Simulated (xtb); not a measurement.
SbCl4, SMILES [Sb+]([Cl])([Cl])([Cl])[Cl], charge +1. All values are semi-empirical tight-binding results from xtb (GFN2-xTB unless named), good for trends rather than for accurate numbers. Geometry: GFN2-xTB. The multiplicity is an assumed one; no other spin state was optimised. The isomer is the one that the SMILES or the coordinates give; other isomers of the formula were not compared.

For metal compounds this method's bond lengths and energies can be far off.

Problem. Estimate the properties. (An estimate is asked for; the answer gives what the named calculation found.)

Solution. 
```yaml
point_group_as_xtb_finds_it: Td
orbital_gap: 3.82 eV
zero_point_energy: 2.5 kcal/mol
G − E(el) at 298.15 K (modified RRHO): -18.9 kcal/mol
```
